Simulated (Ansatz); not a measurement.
Consider the formal exchange of groups at the Al–N bond: `FC[NH][AlH2]` + `C[SiH2]B[SiH3]` → `C[SiH2][B]([AlH2])[SiH3]` + `NCF`.

Gas-phase electronic energies from Ansatz, PBE0-D4/def2-TZVP geometries. CCSD(T)/CBS is the MP2 limit (def2-TZVPP, def2-QZVPP) plus CCSD(T) − MP2 in def2-TZVPP, frozen cores. DFT in def2-TZVPP. B3LYP here is the variant with VWN-RPA as its local correlation; programs differ in this. Each species was taken in one conformer, which may not be the lowest.

`FC[NH][AlH2]`:

```xyz
9

F     0.976   -0.598   -1.835
C     1.061    0.090   -0.619
N    -0.204    0.514   -0.169
Al   -1.244   -0.331    1.006
H     1.743    0.926   -0.803
H     1.508   -0.604    0.097
H    -0.544    1.318   -0.677
H    -2.681    0.272    1.269
H    -0.615   -1.587    1.730
```

`C[SiH2]B[SiH3]`:

Cartesian coordinates in Å:
```
C -1.068 1.464 0.721
Si 0.358 1.306 -0.487
B 1.149 -0.530 -0.644
Si 0.211 -2.184 -0.006
H -1.858 0.747 0.485
H -0.734 1.272 1.743
H -1.498 2.468 0.691
H 1.395 2.336 -0.187
H -0.130 1.576 -1.879
H 2.235 -0.639 -1.137
H 0.617 -2.304 1.430
H 0.597 -3.444 -0.697
H -1.274 -2.069 -0.034
```

`C[SiH2][B]([AlH2])[SiH3]`:

```xyz
15

C     1.965    1.156   -0.315
Si    0.638    0.865    0.994
B    -0.570   -0.526    0.205
Al   -0.344   -2.562    0.609
Si   -1.968    0.213   -1.014
H     2.676    1.906    0.042
H     1.522    1.519   -1.244
H     2.518    0.239   -0.530
H     1.295    0.458    2.271
H    -0.082    2.144    1.267
H    -1.205   -3.277    1.742
H     0.724   -3.415   -0.210
H    -1.600    1.507   -1.658
H    -2.464   -0.702   -2.081
H    -3.105    0.475   -0.078
```

`NCF`:

Z-matrix (Å, degrees):
```
C
F 1 1.406
N 1 1.402 2 113.7
H 1 1.092 2 106.1 3 121.3
H 1 1.092 2 106.1 3 -121.3
H 3 1.010 1 112.8 2 62.5
H 3 1.010 1 112.8 2 -62.5
```

```csv
level,ΔE (kJ/mol),difference from CCSD(T)/CBS
PBE-D4,76.2,-16.2
r2SCAN-D4,87.8,-4.6
PBE0-D4,79.5,-12.9
B3LYP-D4,93.4,1.0
ωB97X-V,93.0,0.6
ωB97M-V,95.4,3.0
B2PLYP,99.4,7.0
PBE,78.7,-13.7
r2SCAN,88.7,-3.7
PBE0,81.9,-10.5
B3LYP,97.5,5.1
HF/def2-TZVPP,105.1,12.7
MP2/def2-TZVPP,100.0,7.6
SCS-MP2/def2-TZVPP,102.2,9.8
CCSD/def2-TZVPP,95.7,3.3
CCSD(T)/def2-TZVPP,93.5,1.1
HF/def2-QZVPP,106.3,13.9
MP2/def2-QZVPP,99.7,7.3
SCS-MP2/def2-QZVPP,102.0,9.6
HF/CBS(def2),106.5,14.1
MP2/CBS(def2),98.8,6.4
CCSD/CBS(def2),94.5,2.1
CCSD(T)/CBS,92.4,0
```

Largest T1 diagnostic among the species: 0.014.

The D4 term adds −4.0 kJ/mol with B3LYP and −2.5 kJ/mol with PBE0; it sums over pairs of atoms, weighted by their polarisabilities, and B3LYP, whose exchange is more repulsive, gets the larger term. From PBE to PBE0 (25 % exact exchange), in def2-TZVPP and without D4, ΔE moves by +3.3 kJ/mol. In def2-TZVPP, CCSD(T) changes the Hartree–Fock value by −11.6 kJ/mol (the triples alone add −2.2 kJ/mol) and MP2 by −5.1 kJ/mol.
